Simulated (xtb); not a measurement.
isocyanic acid (CHNO), singlet, at a GFN2-xTB geometry; xtb 6.7.1 with GFN2-xTB.

Input for xtb:
```
$ xtb coord --gfn 2 --json

# file coord
$coord
     -2.0601783817       0.3694498477       0.4974145798  n
      0.0909592836      -0.0933481242       0.0260518399  c
      2.1645897563      -0.1993812995      -0.6402895911  o
     -3.4412250423      -0.4310097928       1.4841034984  h
$end
```

### Question
Write the output that xtb gives for this input, abridged.

### Answer

```
   ID    Z sym.   atoms
    1    7 n      1
    2    6 c      2
    3    8 o      3
    4    1 h      4

           -------------------------------------------------
          |                Calculation Setup                |
           -------------------------------------------------

           -------------------------------------------------
          |                 G F N 2 - x T B                 |
           -------------------------------------------------

          ...................................................
          :                      SETUP                      :
          :.................................................:
          :  # basis functions                  13          :
          :  # atomic orbitals                  13          :
          :  # shells                            7          :
          :  # electrons                        16          :
          :  max. iterations                   250          :
          :  Hamiltonian                  GFN2-xTB          :
          :  restarted?                      false          :
          :  GBSA solvation                  false          :
          :  PC potential                    false          :
          :  electronic temp.          300.0000000     K    :
          :  accuracy                    1.0000000          :
          :  -> integral cutoff          0.2500000E+02      :
          :  -> integral neglect         0.1000000E-07      :
          :  -> SCF convergence          0.1000000E-05 Eh   :
          :  -> wf. convergence          0.1000000E-03 e    :
          :  Broyden damping             0.4000000          :
          :  net charge                          0          :
          :  unpaired electrons                  0          :
          ...................................................

 iter      E             dE          RMSdq      gap      omega  full diag
   1     -9.7749618 -0.977496E+01  0.715E+00    6.48       0.0  T
   2     -9.7874089 -0.124471E-01  0.401E+00    6.66       1.0  T
   3     -9.7849550  0.245385E-02  0.197E+00    6.37       1.0  T
   4     -9.7906740 -0.571893E-02  0.269E-01    6.57       1.0  T
   5     -9.7908127 -0.138785E-03  0.561E-02    6.53       1.0  T
   6     -9.7908112  0.157079E-05  0.311E-02    6.53       1.6  T
   7     -9.7908143 -0.313265E-05  0.505E-03    6.52       9.9  T
   8     -9.7908143 -0.233268E-07  0.923E-04    6.52      54.2  T
   9     -9.7908143  0.136389E-08  0.783E-04    6.52      63.9  T

   *** convergence criteria satisfied after 9 iterations ***

         :::::::::::::::::::::::::::::::::::::::::::::::::::::
         ::                     SUMMARY                     ::
         :::::::::::::::::::::::::::::::::::::::::::::::::::::
         :: total energy              -9.638722914811 Eh    ::
         :: gradient norm              0.000034697297 Eh/a0 ::
         :: HOMO-LUMO gap              6.524220392063 eV    ::
         ::.................................................::
         :: SCC energy                -9.790814343997 Eh    ::
         :: -> isotropic ES            0.025179970099 Eh    ::
         :: -> anisotropic ES          0.003112849367 Eh    ::
         :: -> anisotropic XC          0.006307882988 Eh    ::
         :: -> dispersion             -0.001004878269 Eh    ::
         :: repulsion energy           0.152091429186 Eh    ::
         :: add. restraining           0.000000000000 Eh    ::
         :: total charge              -0.000000000000 e     ::
         :::::::::::::::::::::::::::::::::::::::::::::::::::::

           -------------------------------------------------
          |                Property Printout                |
           -------------------------------------------------

    * Orbital Energies and Occupations

         #    Occupation            Energy/Eh            Energy/eV
      -------------------------------------------------------------
         1        2.0000           -0.7525493             -20.4779
         2        2.0000           -0.6866130             -18.6837
         3        2.0000           -0.6038060             -16.4304
         4        2.0000           -0.5897989             -16.0492
         5        2.0000           -0.5878165             -15.9953
         6        2.0000           -0.5495829             -14.9549
         7        2.0000           -0.4583826             -12.4732
         8        2.0000           -0.4504420             -12.2571 (HOMO)
         9                         -0.2106813              -5.7329 (LUMO)
        10                         -0.1801648              -4.9025
        11                          0.0775413               2.1100
        12                          0.4376163              11.9081
        13                          1.2996257              35.3646
      -------------------------------------------------------------
                  HL-Gap            0.2397607 Eh            6.5242 eV
             Fermi-level           -0.3305616 Eh           -8.9950 eV

     #   Z          covCN         q      C6AA      α(0)
     1   7 n        1.772    -0.286    28.233     7.868
     2   6 c        1.766     0.333    23.826     7.892
     3   8 o        0.856    -0.265    19.166     5.870
     4   1 h        0.861     0.219     1.016     1.579

 Mol. C6AA /au·bohr⁶  :        241.364047
 Mol. C8AA /au·bohr⁸  :       5500.885684
 Mol. α(0) /au        :         23.208554

Wiberg/Mayer (AO) data.
largest (>0.10) Wiberg bond orders for each atom

 ---------------------------------------------------------------------------
     #   Z sym  total        # sym  WBO       # sym  WBO       # sym  WBO
 ---------------------------------------------------------------------------
     1   7 n    3.317 --     2 c    2.008     4 h    0.913     3 o    0.396
     2   6 c    3.941 --     1 n    2.008     3 o    1.920
     3   8 o    2.342 --     2 c    1.920     1 n    0.396
     4   1 h    0.952 --     1 n    0.913
 ---------------------------------------------------------------------------

Topologies differ in total number of bonds
Writing topology from bond orders to xtbtopo.mol

molecular dipole:
                 x           y           z       tot (Debye)
 q only:       -0.707      -0.178       0.361
   full:       -0.794      -0.354       0.501       2.549
molecular quadrupole (traceless):
                xx          xy          yy          xz          yz          zz
 q only:       -0.014       0.981      -0.224      -0.682      -0.341       0.238
  q+dip:        0.322       1.716      -0.590      -1.400      -0.621       0.268
   full:       -0.865       1.896       0.072      -0.849      -0.666       0.793

           -------------------------------------------------
          | TOTAL ENERGY               -9.638722914811 Eh   |
          | GRADIENT NORM               0.000034697297 Eh/α |
          | HOMO-LUMO GAP               6.524220392063 eV   |
           -------------------------------------------------

normal termination of xtb
```
